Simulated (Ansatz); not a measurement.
Program: Ansatz. Geometries: PBE0-D4/def2-TZVP. ΔE: electronic, gas phase. CCSD(T)/CBS adds triple-zeta CCSD(T) − MP2 to the extrapolated MP2 energy (def2 sets, frozen cores). Functionals use def2-TZVPP. For Se, Zn outer-core shells are correlated without core-valence functions, which leaves a few kJ/mol of doubt a bond. Scalar relativity is left out up to krypton. One conformer a species, not always the lowest.

`C[Se]P` + `[NH2][ZnH]` → `P[NH][ZnH]` + `C[SeH]`  (ligand exchange at a P–Se bond)

`C[Se]P`:

```xyz
8

C     1.002   -0.451   -0.960
Se   -0.536    0.723   -0.705
P    -0.919    0.196    1.451
H     0.713   -1.490   -0.816
H     1.803   -0.177   -0.277
H     1.329   -0.300   -1.988
H    -1.074    1.517    1.945
H    -2.319   -0.018    1.352
```

`[NH2][ZnH]`:

Cartesian coordinates in Å:
```
N 0.578 0.554 0.238
Zn -0.828 -0.517 -0.184
H 1.063 1.059 -0.489
H 1.252 0.252 0.926
H -2.066 -1.348 -0.492
```

`P[NH][ZnH]`:

Cartesian coordinates in Å:
```
P 0.927 1.065 -0.672
N 0.489 -0.533 -0.306
Zn -0.934 -1.116 0.682
H 0.822 1.705 0.601
H -0.313 1.627 -1.102
H 1.138 -1.187 -0.712
H -2.129 -1.561 1.510
```

`C[SeH]`:

Z-matrix (Å, degrees):
```
C
Se 1 1.949
H 1 1.088 2 110.6
H 1 1.087 2 110.6 3 -123.3
H 1 1.089 2 106.0 3 118.4
H 2 1.468 1 95.4 3 61.7
```

**Question.** Is it downhill or uphill in electronic energy at CCSD(T)/CBS, and by how much? (An estimate is asked.)

**Answer.** Ansatz gave: Uphill: ΔE = +0.38 eV.

**Question.** What do these levels give: PBE-D4, r2SCANh-D4, r2SCAN0-D4, ωB97M-V, revPBE, CAM-B3LYP? (Estimate.)

**Answer.** Computed: PBE-D4 0.46, r2SCANh-D4 0.40, r2SCAN0-D4 0.38, ωB97M-V 0.34, revPBE 0.45, CAM-B3LYP 0.29 eV.

Largest T1 diagnostic among the species: 0.016.

From BLYP to BHLYP (50 % exact exchange), in def2-TZVPP and without D4, ΔE moves by −0.10 eV. At CCSD(T), def2-SVP lies −0.20 eV from the extrapolated value and def2-TZVPP −0.06 eV. In def2-TZVPP, CCSD(T) changes the Hartree–Fock value by +0.14 eV (the triples alone add +0.03 eV) and MP2 by +0.18 eV.
